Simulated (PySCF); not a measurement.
FGeH₅Si, SMILES [SiH2](F)[GeH3].

The structure is a stationary point at B3LYP-D3(BJ)/def2-SVP. The structure was generated by enumeration, and PubChem lists no compound with its InChIKey, so it may never have been made.

Computed with PySCF with B3LYP-D3(BJ)/def2-SVP.

Frequencies are harmonic and unscaled.

Computed vibrational spectrum:
| mode | ν (cm⁻¹) | IR (km/mol) | moving atoms (share of kinetic energy) |
|---|---|---|---|
| 1 | 89 | 0.6 | H 86 %, F 8 % |
| 2 | 146 | 6.1 | F 61 %, Si 14 %, Ge 14 %, H 11 % |
| 3 | 346 | 4.4 | Si 52 %, Ge 26 %, H 19 % |
| 4 | 352 | 22.9 | H 97 % |
| 5 | 471 | 19.8 | H 77 %, Si 13 % |
| 6 | 587 | 2.0 | H 81 %, Si 14 % |
| 7 | 744 | 23.4 | H 92 % |
| 8 | 788 | 329.1 | H 95 % |
| 9 | 851 | 24.3 | F 48 %, H 35 %, Si 17 % |
| 10 | 879 | 14.4 | H 93 % |
| 11 | 883 | 35.2 | H 99 % |
| 12 | 920 | 202.6 | H 71 %, Si 20 %, F 9 % |
| 13 | 958 | 110.2 | H 88 %, Si 10 % |
| 14 | 2117 | 75.5 | H 99 % |
| 15 | 2129 | 97.4 | H 99 % |
| 16 | 2133 | 97.2 | H 98 % |
| 17 | 2223 | 102.1 | H 98 % |
| 18 | 2232 | 140.6 | H 96 % |
